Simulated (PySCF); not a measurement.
Electron correlation in Al⁺ (aluminium, charge +1)

[Ne] 3s2, closed-shell 1S. Calculation: PySCF 2.14, in aug-cc-pVDZ-DK (5s4p2d, 27 functions); the spin-free X2C one-electron Hamiltonian (Gaussian nucleus). Frozen: [Ne]; 2 electrons correlated.

Total MP2 correlation energy: -25.16 mhartree.

Same-spin part 0.00 and opposite-spin part -25.16 mhartree; SCS-MP2 scales them by 1/3 and 6/5 to -30.19 mhartree.

With two correlated electrons CCSD is exact within the correlated space (frozen core and kept virtual orbitals).

| level | correlation energy (mhartree) |
| --- | --- |
| CCSD | -38.53 |

Diagnostics: T1 = 0.0078, D1 = 0.0111, largest double amplitude 0.111.

Cost of the coupled-cluster step: 0.05 s of wall time on 1 thread of Neoverse-V2 (shared host), for 2 correlated electrons.
